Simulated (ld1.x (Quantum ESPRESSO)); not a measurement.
## Pseudopotential generation for cobalt (Co): TM, PBE, scalar-relativistic.

Input for ld1.x (Quantum ESPRESSO) 7.5:

```
&input
   title='Co', zed=27., rel=1, dft='PBE', iswitch=3,
   config='[Ar] 3d7 4s2 4p0',
   nld=3, rlderiv=3.70, eminld=-3.0, emaxld=5.0, deld=0.02
 /
 &inputp
   pseudotype=2, tm=.true., lloc=0,
   nlcc=.false.,
   file_pseudopw='Co.UPF', file_wfcaegen='ae.wfc', file_wfcncgen='nc.wfc', file_beta='beta', file_chi='chi'
 /
3
4P  2  1   0.00   0.00  3.40  3.40  0.0
3D  3  2   7.00   0.00  1.35  1.35  0.0
4S  1  0   2.00   0.00  2.15  2.15  0.0
 &test
   configts(1)='3d7 4s2 4p0'
 /
```

Command:

```bash
ld1.x < Co.in > Co.out
```

Resulting log (shortened: banner, matrices, multipoles, cross overlaps and the repeated all-electron block are left out):

```
Program LD1 v.7.5
     --------------------------- All-electron run ----------------------------

     Co
     scalar relativistic calculation

     atomic number is 27.00
     dft =PBE   lsd =0 sic =0 latt =0  beta=0.20 tr2=1.0E-14
     Exchange-correlation= PBE
                           (   1   4   3   4   0   0   0)
     mesh =1193 r(mesh) =  99.89935 a.u. xmin = -7.00 dx = 0.01250
     1 Ry =  13.60569312 eV, c = 137.03599908

     n l     nl                  e(Ry)          e(Ha)          e(eV)
     1 0     1S 1( 2.00)      -558.0826      -279.0413     -7593.1006
     2 0     2S 1( 2.00)       -66.0755       -33.0378      -899.0036
     2 1     2P 1( 6.00)       -56.5897       -28.2948      -769.9416
     3 0     3S 1( 2.00)        -7.5266        -3.7633      -102.4044
     3 1     3P 1( 6.00)        -4.8242        -2.4121       -65.6364
     3 2     3D 1( 7.00)        -0.6030        -0.3015        -8.2040
     4 0     4S 1( 2.00)        -0.4020        -0.2010        -5.4697
     4 1     4P 1( 0.00)        -0.0938        -0.0469        -1.2766

     final scf error:  8.6E-15 reached in  32 iterations

     Etot =   -2786.294851 Ry,   -1393.147426 Ha,  -37909.472698 eV

     Ekin =    2822.267919 Ry,    1411.133959 Ha,   38398.911213 eV
     Encl =   -6674.713191 Ry,   -3337.356595 Ha,  -90814.099355 eV
     Eh   =    1184.776043 Ry,     592.388022 Ha,   16119.699266 eV
     Exc  =    -118.625623 Ry,     -59.312811 Ha,   -1613.983821 eV

     normalization and overlap integrals

     s(1S/1S) =  1.000000  <r> =   0.0562  <r2> =    0.0042  r(max) =   0.0366
     s(2S/2S) =  1.000000  <r> =   0.2555  <r2> =    0.0770  r(max) =   0.2131
     s(2P/2P) =  1.000000  <r> =   0.2250  <r2> =    0.0622  r(max) =   0.1723
     s(3S/3S) =  1.000000  <r> =   0.7736  <r2> =    0.6913  r(max) =   0.6648
     s(3P/3P) =  1.000000  <r> =   0.8160  <r2> =    0.7864  r(max) =   0.6816
     s(3D/3D) =  1.000000  <r> =   1.0711  <r2> =    1.5569  r(max) =   0.6648
     s(4S/4S) =  1.000000  <r> =   2.8937  <r2> =    9.7888  r(max) =   2.3202
     s(4P/4P) =  1.000000  <r> =   4.4224  <r2> =   23.7598  r(max) =   3.2517

     ------------------------ End of All-electron run ------------------------

     --------------------- Generating NC pseudopotential ---------------------

      Generating local pot.: lloc=0, matching radius rcloc =   2.1500

      Wfc   4P  rcut= 3.418  Using Troullier-Martins method

      Wfc   3D  rcut= 1.355  Using Troullier-Martins method

     ------------------- End of pseudopotential generation -------------------

     Computing logarithmic derivative in   3.70778
     Computing logarithmic derivative in   3.70778
     Computing the partial wave expansion
       no projector for channel:   0
     R is outside the sphere for l=    1 j= 0.00
     R is outside the sphere for l=    2 j= 0.00

     ---------------------- Testing the pseudopotential ----------------------

     Co
     scalar relativistic calculation

     atomic number is 27.00   valence charge is  9.00
     dft =PBE   lsd =0 sic =0 latt =0  beta=0.20 tr2=1.0E-14
     mesh =1193 r(mesh) =  99.89935 xmin = -7.00 dx = 0.01250

     n l     nl             e AE (Ry)        e PS (Ry)    De AE-PS (Ry)
     3 2     3D   1( 7.00)       -0.60298       -0.60299        0.00000
     1 0     4S   1( 2.00)       -0.40202       -0.40202        0.00000
     2 1     4P   1( 0.00)       -0.09383       -0.09383        0.00000

     eps = 2.3E-15  iter = 18

     Etot =   -2786.294851 Ry,   -1393.147426 Ha,  -37909.472698 eV
     Etotps =   -56.343106 Ry,     -28.171553 Ha,    -766.587004 eV

     Ekin =      90.573684 Ry,      45.286842 Ha,    1232.317750 eV
     Encl =     -85.979283 Ry,     -42.989642 Ha,   -1169.807745 eV
     Ehrt =      54.299333 Ry,      27.149666 Ha,     738.780057 eV
     Ecxc =     -10.154607 Ry,      -5.077303 Ha,    -138.160462 eV
     Epseu=    -105.082232 Ry,     -52.541116 Ha,   -1429.716604 eV

     ---------------------- End of pseudopotential test ----------------------
```

Generation and configuration tests took about 1.1 s on one core of a shared server CPU.
